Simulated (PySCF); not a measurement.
# Correlation energy of Cl (chlorine, neutral)

[Ne] 3s2 3p5, 2P determinant. Computed with PySCF 2.14 in x2c-TZVPPall with one added diffuse shell each of s, p, d type (6s6p4d1f, 51 functions), with scalar relativity by spin-free X2C-1e. Frozen: 1s2; 15 electrons correlated.

MP2 pair energies summed by pair of shells (mhartree):

| pair | energy | share (%) |
| --- | --- | --- |
| 2p-2p | -100.37 | 31.0 |
| 3p-3p | -98.72 | 30.5 |
| 3s-3p | -51.58 | 15.9 |
| 2p-3p | -25.35 | 7.8 |
| 2s-2p | -17.74 | 5.5 |
| 2p-3s | -10.90 | 3.4 |
| 3s-3s | -9.27 | 2.9 |
| 2s-2s | -4.69 | 1.4 |
| 2s-3p | -3.85 | 1.2 |
| 2s-3s | -1.56 | 0.5 |

Total MP2 correlation energy: -324.03 mhartree.

Same-spin part -88.50 and opposite-spin part -235.53 mhartree; SCS-MP2 scales them by 1/3 and 6/5 to -312.14 mhartree.

This basis was not built for core-valence correlation, so the inner-shell part is incomplete.
